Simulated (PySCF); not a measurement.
Caution: the highest occupied level lies above zero, so the state may not be bound.

```xyz
4

F     -0.7086    -1.0527     0.2365
C     -0.0180    -0.0269    -0.5200
F     -0.5581     1.1581     0.1169
F      1.2829    -0.0810     0.1174
```

Charge -1, multiplicity 1.

Problem. Give the Mulliken and meta-Löwdin atomic charges from PBE-D3(BJ)/def2-TZVPD in PySCF.

Solution. 
```json
[
 {"atom": "F1", "Mulliken (e)": "-0.14", "meta-Löwdin (e)": "-0.38"},
 {"atom": "C2", "Mulliken (e)": "-0.59", "meta-Löwdin (e)": "0.13"},
 {"atom": "F3", "Mulliken (e)": "-0.14", "meta-Löwdin (e)": "-0.38"},
 {"atom": "F4", "Mulliken (e)": "-0.14", "meta-Löwdin (e)": "-0.38"}
]
```
